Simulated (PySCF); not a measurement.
SMILES N#Cc1cpcs1, C4H2NPS

Geometry (Å), atoms numbered from 1 in this order:
```xyz
9

N     3.128    0.807    0.061
C     2.012    0.541    0.045
C     0.652    0.204    0.021
C     0.164   -1.027   -0.322
P    -1.581   -1.249   -0.289
C    -1.852    0.363    0.213
S    -0.520    1.404    0.451
H     0.834   -1.825   -0.602
H    -2.824    0.788    0.398
```

The calculation used GIAO CAM-B3LYP/pcSseg-1 magnetisability, rotational g tensor and spin-rotation constants, non-relativistic, gas phase in PySCF. Geometry: GFN2-xTB.

Problem. What are the magnetisability and the molar susceptibility?

Solution. Isotropic -1231 × 10⁻³⁰ J/T², or -74.1 × 10⁻⁶ cm³/mol; principal values -1808, -1022, -862 × 10⁻³⁰ J/T², anisotropy 877 × 10⁻³⁰ J/T² (root of half the summed squared differences of the principal values). The susceptibility is in cgs units.

Problem. Split it along the inertial axes a, b, c into diamagnetic and paramagnetic parts about the centre of mass, with the quadrupole moment.

Solution. 
| axis | χ (10⁻⁶ cm³/mol) | diamagnetic (10⁻⁶ cm³/mol) | paramagnetic (10⁻⁶ cm³/mol) | summed x² of all electrons (Å²) | quadrupole Θ (D Å) |
| --- | --- | --- | --- | --- | --- |
| a | -61.3 | -371.0 | 309.7 | 191.8 | -14.94 |
| b | -52.2 | -863.6 | 811.3 | 75.7 | +12.50 |
| c | -108.9 | -1135.2 | 1026.3 | 11.7 | +2.44 |

Anisotropies 2χaa − χbb − χcc = +38.6 and 2χbb − χaa − χcc = +65.8 × 10⁻⁶ cm³/mol. Θ is traceless in Buckingham's convention.

Problem. And the rotational g tensor?

Solution. 
| axis | rotational constant (GHz) | g | nuclear part | electronic part |
| --- | --- | --- | --- | --- |
| a | 4.0808 | -0.0615 | 0.5322 | -0.5938 |
| b | 1.4293 | -0.0385 | 0.5063 | -0.5448 |
| c | 1.0586 | +0.0026 | 0.5130 | -0.5104 |

Asymmetric top; isotopes 12C, 1H, 14N, 31P, 32S; no vibrational averaging.
